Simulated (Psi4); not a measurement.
Input file for Psi4: SAPT0/jun-cc-pV(D+d)Z on C3H7NO2 (a complex), monomers drawn apart or pushed together.

```
memory 1800 MB

molecule dimer {
0 1
C    -0.10145587   -1.26816376    0.12050989
C     0.51858702    0.11875551    0.17464902
N    -0.22630885    0.97907183    1.09947903
H     0.45784903   -1.91651162   -0.55588580
H    -0.10804700   -1.72614843    1.11011052
H    -1.13235719   -1.22134083   -0.24107425
H     0.57579304    0.53190469   -0.84224428
H     1.54264839    0.04593266    0.54787486
H     0.16021103    1.91573653    1.11588267
H    -1.19440730    1.06418942    0.80918744
--
0 1
O     0.96900526   -0.51864683    3.91179043
C    -0.00605657    0.05361825    4.17571336
O    -0.97158838    0.59794962    4.51805755
units angstrom
symmetry c1
no_reorient
no_com
}

set {
  basis jun-cc-pV(D+d)Z
  scf_type df
  freeze_core true
}

energy('sapt0')
```

Output:

```
[...]
==> Input File <==

--------------------------------------------------------------------------
memory 1800 MB

molecule dimer {
0 1
C    -0.10145587   -1.26816376    0.12050989
C     0.51858702    0.11875551    0.17464902
N    -0.22630885    0.97907183    1.09947903
H     0.45784903   -1.91651162   -0.55588580
H    -0.10804700   -1.72614843    1.11011052
H    -1.13235719   -1.22134083   -0.24107425
H     0.57579304    0.53190469   -0.84224428
H     1.54264839    0.04593266    0.54787486
H     0.16021103    1.91573653    1.11588267
H    -1.19440730    1.06418942    0.80918744
--
0 1
O     0.96900526   -0.51864683    3.91179043
C    -0.00605657    0.05361825    4.17571336
O    -0.97158838    0.59794962    4.51805755
units angstrom
symmetry c1
no_reorient
no_com
}

set {
  basis jun-cc-pV(D+d)Z
  scf_type df
  freeze_core true
}

energy('sapt0')
--------------------------------------------------------------------------


   => Loading Basis Set <=

    Name: JUN-CC-PV(D+D)Z
    Role: ORBITAL
    Keyword: BASIS
    atoms 1-2, 12 entry C          line   188 file jun-cc-pv_dpd_z.gbs
    atoms 3       entry N          line   222 file jun-cc-pv_dpd_z.gbs
    atoms 4-10    entry H          line    60 file jun-cc-pv_dpd_z.gbs
    atoms 11, 13  entry O          line   256 file jun-cc-pv_dpd_z.gbs

   => Loading Basis Set <=

    Name: JUN-CC-PV(D+D)Z
    Role: ORBITAL
    Keyword: BASIS
    atoms 1-2, 12 entry C          line   188 file jun-cc-pv_dpd_z.gbs
    atoms 3       entry N          line   222 file jun-cc-pv_dpd_z.gbs
    atoms 4-10    entry H          line    60 file jun-cc-pv_dpd_z.gbs
    atoms 11, 13  entry O          line   256 file jun-cc-pv_dpd_z.gbs


  //>>>>>>>>>>>>>>>>>>>>>>>>>>>>>>>>>>>//
  //              Dimer HF             //
  //<<<<<<<<<<<<<<<<<<<<<<<<<<<<<<<<<<<//

   => Libint2 <=

    Primary   basis highest AM E, G, H:  7, 6, 3
    Auxiliary basis highest AM E, G, H:  7, 7, 4
    Onebody   basis highest AM E, G, H:  -, -, -
    Solid Harmonics ordering:            Gaussian


   => Loading Basis Set <=

    Name: JUN-CC-PV(D+D)Z
    Role: ORBITAL
    Keyword: BASIS
    atoms 1-2, 12 entry C          line   188 file jun-cc-pv_dpd_z.gbs
    atoms 3       entry N          line   222 file jun-cc-pv_dpd_z.gbs
    atoms 4-10    entry H          line    60 file jun-cc-pv_dpd_z.gbs
    atoms 11, 13  entry O          line   256 file jun-cc-pv_dpd_z.gbs


         ---------------------------------------------------------
                                   SCF
               by Justin Turney, Rob Parrish, Andy Simmonett
                          and Daniel G. A. Smith
                              RHF Reference
                        1 Threads,   1716 MiB Core
         ---------------------------------------------------------

  ==> Geometry <==

    Molecular point group: c1
    Full point group: C1

    Geometry (in Angstrom), charge = 0, multiplicity = 1:

       Center              X                  Y                   Z               Mass
    ------------   -----------------  -----------------  -----------------  -----------------
         C           -0.101455870000    -1.268163760000     0.120509890000    12.000000000000
         C            0.518587020000     0.118755510000     0.174649020000    12.000000000000
         N           -0.226308850000     0.979071830000     1.099479030000    14.003074004430
         H            0.457849030000    -1.916511620000    -0.555885800000     1.007825032230
         H           -0.108047000000    -1.726148430000     1.110110520000     1.007825032230
         H           -1.132357190000    -1.221340830000    -0.241074250000     1.007825032230
         H            0.575793040000     0.531904690000    -0.842244280000     1.007825032230
         H            1.542648390000     0.045932660000     0.547874860000     1.007825032230
         H            0.160211030000     1.915736530000     1.115882670000     1.007825032230
         H           -1.194407300000     1.064189420000     0.809187440000     1.007825032230
         O            0.969005260000    -0.518646830000     3.911790430000    15.994914619570
         C           -0.006056570000     0.053618250000     4.175713360000    12.000000000000
         O           -0.971588380000     0.597949620000     4.518057550000    15.994914619570

  Running in c1 symmetry.

  Rotational constants: A =      0.17780  B =      0.02026  C =      0.01937 [cm^-1]
  Rotational constants: A =   5330.28341  B =    607.34330  C =    580.59473 [MHz]
  Nuclear repulsion =  217.434978483884038

  Charge       = 0
  Multiplicity = 1
  Electrons    = 48
  Nalpha       = 24
  Nbeta        = 24

  ==> Algorithm <==

  SCF Algorithm Type is DF.
  DIIS enabled.
  MOM disabled.
  Fractional occupation disabled.
  Guess Type is SAD.
  Energy threshold   = 1.00e-08
  Density threshold  = 1.00e-08
  Integral threshold = 1.00e-12

  ==> Primary Basis <==

  Basis Set: JUN-CC-PV(D+D)Z
    Blend: JUN-CC-PV(D+D)Z
    Number of shel
[...]
    126.2250966413286619
    Total Energy =                       -187.6578663873409596

Computation Completed


Properties will be evaluated at   0.000000,   0.000000,   0.000000 [a0]

Properties computed using the SCF density matrix


 Multipole Moments:

 ------------------------------------------------------------------------------------
     Multipole            Electronic (a.u.)      Nuclear  (a.u.)        Total (a.u.)
 ------------------------------------------------------------------------------------

 L = 1.  Multiply by 2.5417464519 to convert [e a0] to [Debye]
 Dipole X            :          0.1005405           -0.1077227           -0.0071821
 Dipole Y            :         -1.7860921            1.8068273            0.0207351
 Dipole Z            :       -174.8414582          174.7865595           -0.0548988
 Magnitude           :                                                    0.0591219

 ------------------------------------------------------------------------------------

  Constructing Basis Sets for SAPT...

   => Loading Basis Set <=

    Name: (JUN-CC-PV(D+D)Z AUX)
    Role: RIFIT
    Keyword: DF_BASIS_SAPT
    atoms 1-2, 12 entry C          line   100 file jun-cc-pvdz-ri.gbs
    atoms 3       entry N          line   144 file jun-cc-pvdz-ri.gbs
    atoms 4-10    entry H          line    30 file jun-cc-pvdz-ri.gbs
    atoms 11, 13  entry O          line   188 file jun-cc-pvdz-ri.gbs

   => Loading Basis Set <=

    Name: (JUN-CC-PV(D+D)Z AUX)
    Role: JKFIT
    Keyword: DF_BASIS_ELST
    atoms 1-2, 12 entry C          line   146 file jun-cc-pvdz-jkfit.gbs
    atoms 3       entry N          line   202 file jun-cc-pvdz-jkfit.gbs
    atoms 4-10    entry H          line    70 file jun-cc-pvdz-jkfit.gbs
    atoms 11, 13  entry O          line   258 file jun-cc-pvdz-jkfit.gbs


  //>>>>>>>>>>>>>>>>>>>>>>>>>>>>>>>>>>>//
  //               SAPT0               //
  //<<<<<<<<<<<<<<<<<<<<<<<<<<<<<<<<<<<//



        SAPT0
    Ed Hohenstein
     6 June 2009

      Orbital Information
  --------------------------
    NSO        =       143
    NMO        =       143
    NRI        =       488
    NRI (Elst) =       635
    NOCC A     =        13
    NOCC B     =        11
    FOCC A     =         3
    FOCC B     =         3
    NVIR A     =       130
    NVIR B     =       132

    Elst10,r            =    -0.006512441285 [Eh]
    Exch10              =     0.003653386342 [Eh]
    Exch10 (S^2)        =     0.003643797699 [Eh]

    Maxiter = 50
    CPHF R converge = 1.000000E-08

    Iter     Energy [mEh]          dE [mEh]         Residual      Time [s]
       1      -1.97458989       1.974589890     6.828038e-03             0
       2      -2.60902250       0.634432608     1.457649e-03             0
       3      -2.60037053      -0.008651963     5.461618e-04             0
       4      -2.59484020      -0.005530333     1.453553e-04             0
       5      -2.59515570       0.000315498     4.160764e-05             1
       6      -2.59562733       0.000471630     9.201417e-06             1
       7      -2.59562144      -0.000005891     2.972222e-06             1
       8      -2.59559357      -0.000027867     6.788557e-07             1
       9      -2.59559688       0.000003311     2.126336e-07             1
      10      -2.59559756       0.000000679     6.907818e-08             1
      11      -2.59559732      -0.000000237     1.515562e-08             1
      12      -2.59559727      -0.000000059     3.583193e-09             1

    CHF Iterations converged

    Maxiter = 50
    CPHF R converge = 1.000000E-08

    Iter     Energy [mEh]          dE [mEh]         Residual      Time [s]
       1      -0.31773391       0.317733910     5.281834e-03             0
       2      -0.31200477      -0.005729144     1.581902e-03             0
       3      -0.33452523       0.022520461     5.226199e-04             0
       4      -0.33849722       0.003971991     1.222343e-04             0
       5      -0.33721654      -0.001280677     4.389874e-05             0
       6      -0.33712556      -0.000090979     1.678479e-05             0
       7      -0.33719283       0.000067272     5.557471e-06             0
       8      -0.33721868       0.000025847     8.594531e-07             0
       9      -0.33721280      -0.000005878     1.535984e-07             0
      10      -0.33721358       0.000000781     5.454776e-08             0
      11      -0.33721340      -0.000000185     1.725680e-08             0
      12      -0.33721343       0.000000035     3.321642e-09             0

    CHF Iterations converged

    Ind20,r (A<-B)      =    -0.002595597265 [Eh]
    Ind20,r (B<-A)      =    -0.000337213433 [Eh]
    Ind20,r             =    -0.002932810699 [Eh]
    Exch-Ind20,r (A<-B) =     0.002266497273 [Eh]
    Exch-Ind20,r (B<-A) =     0.000051197091 [Eh]
    Exch-Ind20,r        =     0.002317694364 [Eh]
    Disp20              =    -0.002403507407 [Eh]
    Disp20 (SS)         =    -0.001201753704 [Eh]
    Disp20 (OS)         =    -0.001201753704 [Eh]
    Exch-Disp20         =     0.000316526955 [Eh]
    Exch-Disp20 (SS)    =     0.000178715786 [Eh]
    Exch-Disp20 (OS)    =     0.000137811169 [Eh]

    SAPT Results
  --------------------------------------------------------------------------------------------------------
    Electrostatics                 -6.51244129 [mEh]      -4.08661860 [kcal/mol]     -17.09841224 [kJ/mol]
      Elst10,r                     -6.51244129 [mEh]      -4.08661860 [kcal/mol]     -17.09841224 [kJ/mol]

    Exchange                        3.65338634 [mEh]       2.29253454 [kcal/mol]       9.59196452 [kJ/mol]
      Exch10                        3.65338634 [mEh]       2.29253454 [kcal/mol]       9.59196452 [kJ/mol]
      Exch10(S^2)                   3.64379770 [mEh]       2.28651758 [kcal/mol]       9.56678954 [kJ/mol]

    Induction                      -0.73994314 [mEh]      -0.46432133 [kcal/mol]      -1.94272045 [kJ/mol]
      Ind20,r                      -2.93281070 [mEh]      -1.84036650 [kcal/mol]      -7.70009343 [kJ/mol]
      Exch-Ind20,r                  2.31769436 [mEh]       1.45437517 [kcal/mol]       6.08510571 [kJ/mol]
      delta HF,r (2)               -0.12482681 [mEh]      -0.07833000 [kcal/mol]      -0.32773274 [kJ/mol]

    Dispersion                     -2.08698045 [mEh]      -1.30960001 [kcal/mol]      -5.47936642 [kJ/mol]
      Disp20                       -2.40350741 [mEh]      -1.50822367 [kcal/mol]      -6.31040783 [kJ/mol]
      Exch-Disp20                   0.31652696 [mEh]       0.19862366 [kcal/mol]       0.83104141 [kJ/mol]
      Disp20 (SS)                  -1.20175370 [mEh]      -0.75411183 [kcal/mol]      -3.15520391 [kJ/mol]
      Disp20 (OS)                  -1.20175370 [mEh]      -0.75411183 [kcal/mol]      -3.15520391 [kJ/mol]
      Exch-Disp20 (SS)              0.17871579 [mEh]       0.11214585 [kcal/mol]       0.46921823 [kJ/mol]
      Exch-Disp20 (OS)              0.13781117 [mEh]       0.08647781 [kcal/mol]       0.36182317 [kJ/mol]

  Total HF                         -3.59899809 [mEh]      -2.25840540 [kcal/mol]      -9.44916817 [kJ/mol]
  Total SAPT0                      -5.68597854 [mEh]      -3.56800540 [kcal/mol]     -14.92853460 [kJ/mol]

  Special recipe for scaled SAPT0 (see Manual):
    Electrostatics sSAPT0          -6.51244129 [mEh]      -4.08661860 [kcal/mol]     -17.09841224 [kJ/mol]
    Exchange sSAPT0                 3.65338634 [mEh]       2.29253454 [kcal/mol]       9.59196452 [kJ/mol]
    Induction sSAPT0               -0.72159793 [mEh]      -0.45280954 [kcal/mol]      -1.89455512 [kJ/mol]
    Dispersion sSAPT0              -2.08447505 [mEh]      -1.30802784 [kcal/mol]      -5.47278849 [kJ/mol]
  Total sSAPT0                     -5.66512793 [mEh]      -3.55492145 [kcal/mol]     -14.87379133 [kJ/mol]
  --------------------------------------------------------------------------------------------------------



*** Psi4 exiting successfully. Buy a developer a beer!
```

The run finished.

Cost: very roughly 9 core-seconds.
